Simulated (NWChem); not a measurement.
All runs are NWChem calculations. System: germanium monotelluride (GeTe), charge 0, spin multiplicity 1, at a geometry optimised with PBE/def2-SVP with def2 effective core potentials on Te. Level: MP2/def2-TZVP with def2 effective core potentials on Te, 13 core orbitals frozen.

The NWChem input:

```
start mol
memory heap 200 mb stack 900 mb global 1100 mb
geometry units angstroms nocenter noautoz
  Ge     0.000000     0.000000     1.470683
  Te     0.000000     0.000000    -0.905035
  symmetry group C2v
end
basis spherical
  * library def2-tzvp
end
ecp
  Te library def2-ecp
end
scf
  rhf
  nopen 0
  maxiter 100
  thresh 1e-7
  semidirect memsize 60000000 filesize 0
end
mp2
  freeze core 13
end
task mp2 energy
```

Part of the output:

```
             Northwest Computational Chemistry Package (NWChem) 7.3.0
             --------------------------------------------------------

                                NWChem Input Module
                                -------------------

 Scaling coordinates for geometry "geometry" by  1.889725989
 (inverse scale =  0.529177249)

 Turning off AUTOSYM since
 SYMMETRY directive was detected!

                             Geometry "geometry" -> ""
                             -------------------------

 Output coordinates in angstroms (scale by  1.889725989 to convert to a.u.)

  No.       Tag          Charge          X              Y              Z
 ---- ---------------- ---------- -------------- -------------- --------------
    1 Ge                  32.0000     0.00000000     0.00000000     1.47068300
    2 Te                  52.0000     0.00000000     0.00000000    -0.90503500

 Effective nuclear repulsion energy (a.u.)     370.6462392992

            Nuclear Dipole moment (a.u.)
            ----------------------------
        X                 Y               Z
 ---------------- ---------------- ----------------
     0.0000000000     0.0000000000     0.0000680301

      Symmetry information
      --------------------

 Group name             C2v
 Group number             16
 Group order               4
 No. of unique centers     2

      Symmetry unique atoms

     1    2


 Summary of "ao basis" -> "" (spherical)
 ------------------------------------------------------------------------------
       Tag                 Description            Shells   Functions and Types
 ---------------- ------------------------------  ------  ---------------------
 *                         def2-tzvp                  on all atoms

 Summary of "ao basis" -> "ao basis" (spherical)
 ------------------------------------------------------------------------------
       Tag                 Description            Shells   Functions and Types
 ---------------- ------------------------------  ------  ---------------------
 Ge                        def2-tzvp                16       48   6s5p4d1f
 Te                        def2-tzvp                16       50   6s5p3d2f

                                 NWChem SCF Module
                                 -----------------

  ao basis        = "ao basis"
  functions       =    98
  atoms           =     2
  closed shells   =    28
  open shells     =     0
  charge          =   0.00
  wavefunction    = RHF
  use symmetry    = T
  symmetry adapt  = T

 Summary of "ao basis" -> "ao basis" (spherical)
 ------------------------------------------------------------------------------
       Tag                 Description            Shells   Functions and Types
 ---------------- ------------------------------  ------  ---------------------
 Ge                        def2-tzvp                16       48   6s5p4d1f
 Te                        def2-tzvp                16       50   6s5p3d2f

      Symmetry analysis of basis
      --------------------------

        a1         42
        a2         10
        b1         23
        b2         23

 Forming initial guess at       0.1s

      Superposition of Atomic Density Guess
      -------------------------------------

 Sum of atomic energies:       -2386.57431636

      Non-variational initial energy
      ------------------------------

 Total energy =   -2342.394814
 1-e energy   =   -3703.436476
 2-e energy   =    1189.974168
 HOMO         =      -0.256047
 LUMO         =      -0.048623
[...]
   Bfn.  Coefficient  Atom+Function         Bfn.  Coefficient  Atom+Function
  ----- ------------  ---------------      ----- ------------  ---------------
    19      0.747507  1 Ge px                16      0.334757  1 Ge px
    67     -0.324415  2 Te px                64     -0.254128  2 Te px
    58      0.190256  2 Te px                10     -0.164011  1 Ge px
    61     -0.150512  2 Te px

 Vector   30  Occ=0.000000D+00  E= 4.383886D-03  Symmetry=b2
              MO Center= -9.1D-31, -1.5D-14,  9.6D-01, r^2= 4.5D+00
   Bfn.  Coefficient  Atom+Function         Bfn.  Coefficient  Atom+Function
  ----- ------------  ---------------      ----- ------------  ---------------
    20      0.747507  1 Ge py                17      0.334757  1 Ge py
    68     -0.324415  2 Te py                65     -0.254128  2 Te py
    59      0.190256  2 Te py                11     -0.164011  1 Ge py
    62     -0.150512  2 Te py

 Vector   31  Occ=0.000000D+00  E= 1.144993D-01  Symmetry=a1
              MO Center= -8.0D-16,  9.4D-16, -2.9D-01, r^2= 9.1D+00
   Bfn.  Coefficient  Atom+Function         Bfn.  Coefficient  Atom+Function
  ----- ------------  ---------------      ----- ------------  ---------------
    54     -1.757841  2 Te s                  6      1.732868  1 Ge s
    21     -1.638997  1 Ge pz                69     -1.464687  2 Te pz
    66     -0.447667  2 Te pz                50     -0.210424  2 Te s
    39      0.205200  1 Ge d  0              51      0.197645  2 Te s
    18     -0.187189  1 Ge pz                82     -0.178149  2 Te d  0

 center of mass
 --------------
 x =   0.00000000 y =   0.00000000 z =  -0.08209076

 moments of inertia (a.u.)
 ------------------
         949.570027464062           0.000000000000           0.000000000000
           0.000000000000         949.570027464062           0.000000000000
           0.000000000000           0.000000000000           0.000000000000

  Mulliken analysis of the total density
  --------------------------------------

    Atom       Charge   Shell Charges
 -----------   ------   -------------------------------------------------------
    1 Ge  32    31.71   2.00  2.00  1.18  0.78  1.04  0.87  5.98  4.41  1.58  0.88  0.87  8.92  1.08  0.01  0.10  0.01
    2 Te  24    24.29   0.28 -0.84  1.56  1.00  1.04  0.87 -0.51  6.47  1.08  2.33  0.95  9.08  0.90  0.07  0.01  0.00

       Multipole analysis of the density wrt the origin
       ------------------------------------------------

     L   x y z        total         open         nuclear
     -   - - -        -----         ----         -------
     0   0 0 0      0.000000      0.000000     56.000000

     1   1 0 0     -0.000000      0.000000      0.000000
     1   0 1 0      0.000000      0.000000      0.000000
     1   0 0 1      0.836028      0.000000     47.887577

     2   2 0 0    -33.271659      0.000000      0.000000
     2   1 1 0      0.000000      0.000000      0.000000
     2   1 0 1      0.000000      0.000000      0.000000
     2   0 2 0    -33.271659      0.000000      0.000000
     2   0 1 1     -0.000000      0.000000      0.000000
     2   0 0 2    -31.419077      0.000000    317.364742

                   NWChem MP2 Semi-direct Energy/Gradient Module
                   ---------------------------------------------

  Basis functions       =     98
  Molecular orbitals    =     98
  Frozen core           =     13
  Frozen virtuals       =      0
  Active alpha occupied =     15
  Active beta occupied  =     15
  Active alpha virtual  =     70
  Active beta virtual   =     70
  Use MO symmetry       = T
  Use skeleton AO sym   = T

  AO/Fock/Back tols     =   1.0D-09  1.0D-09  1.0D-09

 GA uses MA = F    GA memory limited = T

 Available:
  local mem=  1.26D+08
 global mem=  1.44D+08
 local disk=  0.00D+00
  mp2_memr nvloc                    70
  nvloc new                    70
   1 passes of  15:        5242880                      72071                  16916880.
   1 passes of  15: M    126137777           G      144159992           F     120894897.

 Semi-direct pass number   1 of   1  for RHF alpha+beta  at        2.5s
  vrange nnbf                  4734
  mp2_eaftype                    64  avail_ma_in_mb                  1099
 EAF : mp2_eaftype filesize          64    8458440.
  mp2_eaf for mointskh                     64
Node 0 wrote     39.8 Mb in      0.0 s     Agg I/O rate:  1225.2 Mb/s
 Done moints_semi at       10.2s
  mp2_eaftype                    64  avail_ma_in_mb                  1035
 EAF : mp2_eaftype filesize          64    8458440.
  mp2_eaf for kh                    64
 Done maket at       10.4s
 Done multipass loop at       10.4s

          -------------------------------------------
          SCF energy               -2342.403555845719
          Correlation energy          -0.681097270858
          Singlet pairs               -0.322062769961
          Triplet pairs               -0.359034500897
          Total MP2 energy         -2343.084653116577
          -------------------------------------------

          ---------------------------------------------------
                    Spin Component Scaled (SCS) MP2
          Same spin pairs                     -0.239356333931
          Same spin scaling factor             0.333333333333
          Opposite spin pairs                 -0.441740936927
          Opposite spin scaling fact.          1.200000000000
          SCS-MP2 correlation energy          -0.609874568956
          Total SCS-MP2 energy             -2343.013430414675
          ---------------------------------------------------

 -----------------------
 Performance information
 -----------------------

 Timer overhead =  1.69D-07 seconds/call

               Nr. of calls         CPU time (s)                 Wall time (s)                GFlops
             ---------------    -------------------     ------------------------------   -------------------
Name         Min   Avg   Max    Min     Avg     Max     Min     Avg     Max   Mx/calls   Min     Max     Sum
mp2: moin     1     1     1    7.6     7.6     7.6      7.6     7.6     7.6     7.6      0.0     0.0     0.0
mp2: make     1     1     1   0.23    0.23    0.23     0.23    0.23    0.23    0.23      0.0     0.0     0.0
mp2: tota     1     1     1    8.0     8.0     8.0      8.0     8.0     8.0     8.0      0.0     0.0     0.0

 The average no. of pstat calls per process was 3.00D+00
 with a timing overhead of 5.07D-07s

 Task  times  cpu:       10.4s     wall:       10.4s

 Total times  cpu:       10.4s     wall:       10.4s
```
